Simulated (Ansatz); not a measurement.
ClFH₃NOSi, SMILES O[Si@](Cl)(N)F.

Coordinates come from a PBE0-D3(BJ)/def2-SVP optimisation. The structure was generated by enumeration; whether it is a known compound was not checked. Other conformers were not sampled.

Two levels are set side by side: PBE/def2-TZVPD (Ansatz, a program for electronic structure) and CAM-B3LYP/def2-TZVPD (Ansatz). Energy differences of separate SCF runs at the same geometry; the states with an electron removed or added have multiplicity 2 and 2. Differences are taken from unrounded values.

```
quantity                           CAM-B3LYP
---------------------------------  ---------
vertical ionisation energy (eV)        10.83
vertical singlet–triplet gap (eV)       6.58
```

Q: What does PBE give, and how far is it from CAM-B3LYP? (The exact figures need the calculation; the answer reports its results.)

A: 
```
quantity                             PBE  PBE minus CAM-B3LYP
---------------------------------  -----  -------------------
vertical ionisation energy (eV)    10.22                -0.61
vertical singlet–triplet gap (eV)   6.02                -0.56
```
